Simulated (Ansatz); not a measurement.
A run for Ansatz (an electronic-structure program): R-CCSD(T)/cc-pVDZ on C2H6BF (SMILES CB(C)F), a point of a torsion scan.

Ansatz 0.2 input:
```yaml
crystal:
  periodic: [false, false, false]
  atoms:
    - {symbol: C, position_ang: [-1.38248576, -0.24928434, -0.14179926]}
    - {symbol: B, position_ang: [-0.04712167, 0.41081488, 0.38183031]}
    - {symbol: C, position_ang: [1.40046940, -0.00086804, -0.09605939]}
    - {symbol: F, position_ang: [-0.14100564, 1.38004734, 1.28355075]}
    - {symbol: H, position_ang: [-1.64354066, 0.17653635, -1.11035482]}
    - {symbol: H, position_ang: [-1.28307430, -1.32058413, -0.29520922]}
    - {symbol: H, position_ang: [-2.22366348, -0.07047778, 0.52275615]}
    - {symbol: H, position_ang: [1.89040798, -0.57960304, 0.68679282]}
    - {symbol: H, position_ang: [2.02785827, 0.87239412, -0.26210894]}
    - {symbol: H, position_ang: [1.40442350, -0.60592073, -0.99727455]}
basis:
  gaussian:
    orbitals: cc-pVDZ
magnetization: {spin_polarized: false}
correlation: {method: ccsd_t, electrons: outside_noble_gas}
scf: {lower_state_search: off}
```

The head of its log:

```
WARN ansatz: RAYON_NUM_THREADS=1 ignored (pool sized by the plan → 1); use --threads N
Functional definition: HF
these checks for a lower state are left out or cut short: stability, starts, cluster_reference, orbital_swaps, neighbouring_geometries, increment
integrals: 0.08 GiB planned
778 factors; integrals over basis functions are off by at most 1.1e-3 eV
mean field: 0.16 GiB planned
mean field evaluation 1: about -5533.2571 eV, gradient 3.3e1 eV
mean field evaluation 2: about -5533.2591 eV, gradient 3.3e1 eV
mean field evaluation 4: about -5535.9012 eV, gradient 3.2e0 eV
mean field evaluation 8: about -5535.9344 eV, gradient 1.2e-4 eV
mean field -5535.93436021 eV, -203.4418353465 hartree, gradient 1.5e-6 eV, S^2 0.000000; 0 other end points of the search recorded, 0 dependent functions left out
4 core orbitals not correlated
reference -5535.93436021 eV, -203.4418353465 hartree; 12, 12 occupied and 70, 70 virtual orbitals, 778 factors
```

Task: What total energy does the run end on?

Result: -204.0573 hartree (reference determinant -203.4418, T1 diagnostic 0.011).
